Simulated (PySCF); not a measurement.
# Two-component Hartree-Fock for Tc (technetium, neutral)

Start: [Kr] 4d4 5s2 5p1; 4d5/2 filled at m_j = -1/2, +1/2, +3/2, +5/2; 5p3/2 filled at m_j = +3/2. Calculated with PySCF 2.14 in x2c-SVPall-2c with one added diffuse shell each of s, p, d type (7s9p7d1f, 76 functions): generalised Hartree-Fock with the X2C-1e Hamiltonian and a Gaussian nucleus; one run each with spin-orbit coupling (SO) switched off, then screened by Boettger's factors. This is a chosen level, not necessarily the ground level.

| spinor shell | electrons | ε, spin-free (eV) | ε, screened SO (eV) | weight of nominal j (screened SO) | rms radius, screened SO (bohr) |
| --- | --- | --- | --- | --- | --- |
| 1s1/2 | 2 | -21160.8 | -21159.8 | 1.000 | 0.0394 |
| 2s1/2 | 2 | -3100.5 | -3100.3 | 1.000 | 0.162 |
| 2p1/2 | 2 | -2769.5 | -2851.3 | 1.000 | 0.141 |
| 2p3/2 | 4 | -2769.5 | -2731.3 | 1.000 | 0.145 |
| 3s1/2 | 2 | -578.26 | -578.25 | 1.000 | 0.441 |
| 3p1/2 | 2 | -466.41 | -480.65 | 1.000 | 0.439 |
| 3p3/2 | 4 | -466.41 | -459.81 | 1.000 | 0.450 |
| 3d3/2 | 4 | -285.49 | -287.91 | 0.971 | 0.434 |
| 3d5/2 | 6 | -285.49 | -283.93 | 0.980 | 0.437 |
| 4s1/2 | 2 | -95.217 | -95.267 | 1.000 | 1.13 |
| 4p1/2 | 2 | -61.165 | -65.536 | 0.696 | 1.24 |
| 4p3/2 | 4 | -61.165 | -59.134 | 0.848 | 1.25 |
| 4d5/2 | 4 | -18.458 | -18.471 | 0.665 | 1.72 |
| 5s1/2 | 2 | -8.760 | -8.787 | 0.998 | 3.51 |
| 5p3/2 | 1 | -5.471 | -5.392 | 1.000 | 4.33 |

```csv
quantity,spin-free,screened SO
E (hartree),-4282.14102,-4282.66371
M_J,11/2,11/2
⟨J²⟩,35.782,35.792
⟨L²⟩,12.019,12.104
⟨S²⟩,8.763,8.728
```

Each row is a mean over spinors that exchange with the open shell spreads, by up to 9.601 eV (4p3/2).

Rows whose weight is well below 1 are mixtures of j = l ± 1/2: exchange outweighs spin-orbit coupling there, and the label is only the starting occupation.

Breit and QED terms are absent; they matter most for the inner s and p1/2 levels.

Densities and radii are taken from the X2C orbitals without a picture-change correction, which distorts them close to the nucleus.

Without spin-orbit coupling the j labels of p, d and f shells carry no meaning; the spin-free column gives the mean over the occupied spinors of each nl shell.
